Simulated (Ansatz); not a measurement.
The cluster Ti3Si5⁻. The state is a doublet with charge -1. Geometry PBE-D4/def2-SVP, that of the neutral singlet; atoms count from 1.

Cartesian coordinates in Å:
```
Ti 0.161 0.437 1.820
Ti -1.520 1.881 1.606
Ti -1.518 0.084 -0.202
Si 1.910 -1.923 -1.070
Si 0.062 -1.725 0.533
Si 1.144 0.258 -0.590
Si -0.315 -1.276 -1.897
Si 0.075 2.265 -0.200
```

The charge -1 doublet is spin-contaminated (final ⟨S²⟩ up to 1.87, 0.75 for a pure state). The structure comes from a short search, and lower isomers may exist.

Question: Estimate the Mulliken populations from the PBE0/def2-TZVP orbitals of Ansatz.

Answer: 
```json
{"atom": "Ti1", "charge (e)": "0.22", "spin (α − β)": "-0.86", "d electrons": "2.88"}
{"atom": "Ti2", "charge (e)": "-0.14", "spin (α − β)": "1.74", "d electrons": "2.86"}
{"atom": "Ti3", "charge (e)": "0.14", "spin (α − β)": "0.10", "d electrons": "2.78"}
{"atom": "Si4", "charge (e)": "-0.25", "spin (α − β)": "0.00", "d electrons": "–"}
{"atom": "Si5", "charge (e)": "-0.30", "spin (α − β)": "0.11", "d electrons": "–"}
{"atom": "Si6", "charge (e)": "-0.03", "spin (α − β)": "-0.07", "d electrons": "–"}
{"atom": "Si7", "charge (e)": "-0.21", "spin (α − β)": "-0.02", "d electrons": "–"}
{"atom": "Si8", "charge (e)": "-0.44", "spin (α − β)": "0.01", "d electrons": "–"}
```
Mulliken values and Mayer orders depend strongly on the basis.

Question: Where does the spin sit?

Answer: Summed by element: Ti 0.98, Si 0.02, of 1 unpaired in all. Largest on single atoms: Ti2 1.74, Ti1 -0.86, Si5 0.11.

Question: And the Mayer bond orders between bonded heavy atoms (over 0.3)?

Answer: Ti1–Ti2 1.72 (2.23 Å); Ti1–Ti3 0.87 (2.65 Å); Ti1–Si5 0.73 (2.52 Å); Ti1–Si6 0.49 (2.61 Å); Ti1–Si8 0.57 (2.73 Å); Ti2–Ti3 1.13 (2.55 Å); Ti2–Si8 0.87 (2.44 Å); Ti3–Si5 0.82 (2.51 Å); Ti3–Si6 0.45 (2.70 Å); Ti3–Si7 0.95 (2.48 Å); Ti3–Si8 0.71 (2.70 Å); Si4–Si5 0.82 (2.45 Å); Si4–Si6 0.94 (2.36 Å); Si4–Si7 0.86 (2.46 Å); Si5–Si6 0.46 (2.52 Å); Si5–Si7 0.65 (2.50 Å); Si6–Si7 0.59 (2.49 Å); Si6–Si8 1.05 (2.31 Å).
